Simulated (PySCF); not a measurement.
Diatomics of Ca with the chalcogens

MP2 with double-zeta basis sets in PySCF, for the lowest determinant that a PBE0 search found; no spin–orbit coupling. De refers to high-spin ground-configuration atoms.

| M | basis | reference, frozen orbitals | state (unpaired electrons) | Re (Å) | ωe (cm⁻¹) | De (eV) |
| --- | --- | --- | --- | --- | --- | --- |
| O | def2-SVP | RHF, 6 | singlet (closed shell) | 1.869 | 697 | 3.40 |
| S | x2c-SVPall | RHF, 10 | singlet (closed shell) | 2.370 | 429 | 2.27 |
| Se | x2c-SVPall | RHF, 14 | singlet (closed shell) | 2.492 | 334 | 2.20 |
| Te | def2-SVP | RHF, 9 | singlet (closed shell) | 2.731 | 275 | 1.82 |

The shortest bond is that of CaO (1.869 Å), the longest that of CaTe (2.731 Å). CaO is bound most strongly (3.40 eV) and CaTe least (1.82 eV).

The rows differ in basis set, which adds steps of its own.

Down a group the atoms grow and get heavier, so bonds lengthen and wavenumbers fall; this series shows no clear exception.

Correlated steps freeze the inner cores (6 to 14 orbitals); shallow outer-core shells are correlated. Correlated levels converge slowly with the basis: in double zeta they bind strong bonds too weakly, by up to about 1 eV, and carry superposition errors of some tenths. These are scalar-relativistic numbers at best; spin–orbit coupling would shift them, the dissociation energy most. Where the molecule has an RHF reference, its open-shell atoms are computed with UHF.
